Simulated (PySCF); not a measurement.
Si(vinyl)(OMe)3 (C5H12O3Si), SMILES C=C[Si](OC)(OC)OC.

Geometry optimised at B3LYP-D3(BJ)/def2-SVP. The isomer is the one that the SMILES or the coordinates give; other isomers of the formula were not compared. Other conformers were not sampled.

Two levels are set side by side: TDDFT-PBE/def2-SVP (PySCF) and TDDFT-M06-2X/def2-SVP (PySCF). Vertical, same geometry. The lowest singlet is HOMO→LUMO 70 %, HOMO−1→LUMO 25 % with PBE and HOMO−1→LUMO 63 %, HOMO−7→LUMO 13 % with the other functional; states are paired by order. Differences are taken from unrounded values.

| quantity | TDDFT-M06-2X |
|---|---|
| lowest singlet excitation (eV) | 6.52 |
| lowest triplet excitation (TDA) (eV) | 4.57 |
| first bright state (f over 0.05) (eV) | 7.41 |
| its oscillator strength | 0.33 |

Task: What does TDDFT-PBE give, and how far is it from TDDFT-M06-2X? (The exact figures need the calculation; the answer reports its results.)

Result: 
| quantity | TDDFT-PBE | TDDFT-PBE minus TDDFT-M06-2X |
|---|---|---|
| lowest singlet excitation (eV) | 4.99 | -1.53 |
| lowest triplet excitation (TDA) (eV) | 4.25 | -0.31 |
| first bright state (f over 0.05) (eV) | 7.42 | 0.01 |
| its oscillator strength | 0.10 | -0.23 |

A lower first singlet is the usual sign of a functional without exact exchange. Differences between two approximate levels are no errors against the true value.

Rough cost on one machine, each run with all the roots and properties that it gave: TDDFT-M06-2X against TDDFT-PBE about 10 times.
